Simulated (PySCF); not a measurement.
Species: C5H3NO (charge +1 and doublet state).
Structure used (GFN2-xTB), in Å, numbered top down from 1:
```xyz
10
C5H3NO angstrom
C      2.670   -0.673    0.246
C      1.490   -0.405    0.124
C      0.153   -0.097   -0.026
C     -0.477    1.135   -0.380
N     -1.779    0.942   -0.278
C     -1.965   -0.309    0.081
O     -0.836   -0.957    0.284
H      3.698   -0.911    0.340
H     -0.029    2.080   -0.629
H     -2.916   -0.800    0.215
```

The species is `o1cncc1[C]=[CH+]` [radical] (charge +1).

Computed with PySCF, UKS B3LYP, pcH-1 on C H N O, non-relativistic, mean-field spin-orbit, GIAO. Isolated species at its GFN2-xTB geometry, gas phase. Couplings are sensitive to structure, and on GFN2-xTB geometries they can be far from those on DFT ones, by a factor of two or more for some ions and for spin on atoms past the first row. No stability test was run, so a lower SCF solution isn't excluded.

Question: Where do the isotropic ENDOR lines of C2, C6, C1, C3, C4, H8, H10 and H9 fall at 342.6 mT, to first order?

Answer: For S = 1/2 in fast tumbling each set of equivalent nuclei gives two lines, ν± = |νn ± a/2| to first order, with νn = g_N μN B/h and μN/h = 7.62259 MHz/T.

```json
{"nuclei": "C2", "isotope": "13C", "g_N": "1.4048", "νn (MHz)": "3.67", "a_iso (MHz)": "-37.13", "lower line (MHz)": "14.90", "upper line (MHz)": "22.23"}
{"nuclei": "C6", "isotope": "13C", "g_N": "1.4048", "νn (MHz)": "3.67", "a_iso (MHz)": "34.67", "lower line (MHz)": "13.67", "upper line (MHz)": "21.01"}
{"nuclei": "C1", "isotope": "13C", "g_N": "1.4048", "νn (MHz)": "3.67", "a_iso (MHz)": "32.77", "lower line (MHz)": "12.71", "upper line (MHz)": "20.05"}
{"nuclei": "C3", "isotope": "13C", "g_N": "1.4048", "νn (MHz)": "3.67", "a_iso (MHz)": "24.19", "lower line (MHz)": "8.42", "upper line (MHz)": "15.76"}
{"nuclei": "C4", "isotope": "13C", "g_N": "1.4048", "νn (MHz)": "3.67", "a_iso (MHz)": "11.21", "lower line (MHz)": "1.94", "upper line (MHz)": "9.27"}
{"nuclei": "H8", "isotope": "1H", "g_N": "5.5857", "νn (MHz)": "14.59", "a_iso (MHz)": "-35.31", "lower line (MHz)": "3.07", "upper line (MHz)": "32.24"}
{"nuclei": "H10", "isotope": "1H", "g_N": "5.5857", "νn (MHz)": "14.59", "a_iso (MHz)": "-26.95", "lower line (MHz)": "1.11", "upper line (MHz)": "28.06"}
{"nuclei": "H9", "isotope": "1H", "g_N": "5.5857", "νn (MHz)": "14.59", "a_iso (MHz)": "-18.93", "lower line (MHz)": "5.12", "upper line (MHz)": "24.05"}
```

The rows for 13C, of low natural abundance, apply to labelled samples.

Question: Which pairs are centred on the nuclear Larmor frequency, and which on half the coupling?

Answer: Centred on νn, since |a| < 2νn: H10 and H9. Centred on |a|/2 and split by 2νn: C2, C6, C1, C3, C4 and H8.

Question: At what field would the lower line of H10 fall to zero frequency?

Answer: Where νn = |a|/2, that is B = 13.47 MHz/(5.5857 × 7.62259 MHz/T) = 316 mT, as far as first order holds there.

Couplings of abundant isotopes left out: N5 (-1.9 MHz).

The SMILES draws the unpaired electron on C2; the largest computed Mulliken spin population is on C1 (0.42 against -0.08).
